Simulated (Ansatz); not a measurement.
B16P16H36, a nanocrystal cut from zinc blende BP (hydrogen-capped), relaxed as a singlet with RKS r2SCAN-D4/def2-SVP in Ansatz, starting from the GFN2-xTB geometry. Force threshold 0.03 eV/Å.

Single mean-field runs in def2-SVP are fitted with def2-universal-jkfit.

Start:

```xyz
68

B     1.026   -0.552    3.171
B    -0.665   -2.785    1.476
B    -1.306    1.587    2.679
B    -3.003   -0.636    0.979
B     0.690   -4.312   -1.022
B     2.366   -2.098    0.615
B     0.033    0.077    0.179
B     3.048    0.737   -0.740
B     1.377   -1.435   -2.315
B     1.707    2.273    1.822
B     0.703    2.893   -1.233
B    -1.641   -2.119   -1.458
B    -4.008    0.004   -2.015
B    -0.958    0.713   -2.808
B    -2.316    2.207   -0.373
B     2.060    1.383   -3.740
P     2.559   -1.460    2.410
P     0.981   -3.468    0.686
P    -0.165   -2.079    3.184
P    -2.725    0.271    2.643
P     0.363    0.841    1.950
P    -1.315   -1.360    0.305
P    -2.110    2.826    1.428
P    -3.586    0.731   -0.281
P     3.304    1.643    0.927
P     0.048   -2.833   -2.096
P     1.707   -0.674   -0.553
P    -0.632    1.476   -1.046
P     2.314    2.070   -1.958
P     0.731    0.002   -3.449
P     1.196    3.579    0.486
P    -2.291   -0.683   -2.591
H     1.242   -0.137    4.262
H    -1.479   -3.644    1.599
H    -1.158    2.064    3.757
H    -3.819   -1.494    1.100
H    -0.151   -5.149   -0.911
H     1.730   -4.716   -1.442
H     3.394   -2.540    0.214
H     4.077    0.299   -1.144
H     2.402   -1.882   -2.733
H     1.943    2.770    2.874
H     0.305    3.767   -1.935
H    -2.459   -2.983   -1.353
H    -4.795   -0.882   -1.889
H    -4.372    0.883   -2.733
H    -1.358    1.577   -3.527
H    -2.714    3.082   -1.075
H     3.082    0.909   -4.129
H     1.625    2.245   -4.438
H     2.825   -2.542    3.262
H     3.762   -0.810    2.701
H     1.463   -4.410    1.633
H     0.496   -3.073    3.920
H    -1.198   -1.941    4.116
H    -2.738   -0.535    3.785
H    -3.894    0.960    2.997
H    -3.371    3.139    1.956
H    -1.618    4.126    1.574
H    -4.742    1.297    0.319
H     4.213    1.052    1.809
H     4.099    2.781    0.718
H    -0.208   -3.323   -3.387
H     3.275    3.116   -1.958
H     0.451   -0.588   -4.691
H     0.364    4.576    1.004
H     2.297    4.436    0.346
H    -2.462   -1.248   -3.864
```

```csv
step,energy (eV),largest force component (eV/Å),SCF passes
1,-159975.3097,0.422,20
2,-159975.7645,0.180,20
3,-159975.7933,0.346,20
4,-159975.8506,0.019,21
```

Force components are those of the run's own axes.

End:

Cartesian coordinates in Å:
```
B 1.039 -0.565 3.203
B -0.668 -2.816 1.492
B -1.327 1.607 2.704
B -3.035 -0.642 0.991
B 0.692 -4.345 -1.038
B 2.390 -2.122 0.622
B 0.034 0.078 0.180
B 3.080 0.748 -0.745
B 1.387 -1.450 -2.343
B 1.728 2.302 1.836
B 0.713 2.924 -1.245
B -1.656 -2.142 -1.478
B -4.036 0.001 -2.036
B -0.969 0.715 -2.840
B -2.344 2.229 -0.376
B 2.071 1.388 -3.771
P 2.614 -1.474 2.445
P 0.998 -3.515 0.703
P -0.182 -2.110 3.240
P -2.766 0.263 2.695
P 0.366 0.849 1.965
P -1.324 -1.368 0.316
P -2.135 2.887 1.445
P -3.636 0.744 -0.275
P 3.366 1.658 0.953
P 0.045 -2.861 -2.131
P 1.722 -0.676 -0.549
P -0.636 1.491 -1.046
P 2.350 2.104 -1.975
P 0.731 -0.006 -3.492
P 1.200 3.646 0.496
P -2.310 -0.697 -2.628
H 1.262 -0.146 4.320
H -1.500 -3.694 1.601
H -1.181 2.097 3.806
H -3.864 -1.522 1.101
H -0.178 -5.186 -0.904
H 1.765 -4.743 -1.456
H 3.435 -2.573 0.198
H 4.124 0.294 -1.167
H 2.437 -1.902 -2.760
H 1.972 2.815 2.909
H 0.303 3.804 -1.974
H -2.489 -3.021 -1.360
H -4.833 -0.908 -1.886
H -4.394 0.916 -2.756
H -1.377 1.603 -3.564
H -2.749 3.111 -1.105
H 3.121 0.899 -4.146
H 1.617 2.281 -4.463
H 2.898 -2.569 3.306
H 3.796 -0.733 2.682
H 1.481 -4.501 1.613
H 0.472 -3.121 3.995
H -1.266 -1.884 4.123
H -2.679 -0.590 3.822
H -3.956 0.946 3.063
H -3.410 3.223 1.977
H -1.537 4.165 1.560
H -4.827 1.296 0.282
H 4.208 0.979 1.867
H 4.187 2.799 0.747
H -0.209 -3.374 -3.433
H 3.320 3.147 -2.033
H 0.460 -0.592 -4.759
H 0.285 4.580 1.040
H 2.308 4.526 0.352
H -2.503 -1.265 -3.917
```

By distances, no bond broke or formed. The bond that changes most is B9–P27, from 1.95 to 1.98 Å (atoms count from 1).

No frequencies were taken in this run, so the end may be a saddle point.

Run time 24 s (4 threads of AMD EPYC 7R13 on a shared host and a share (37 GiB) of an NVIDIA H100 80GB HBM3), peak host memory 1.3 GiB.
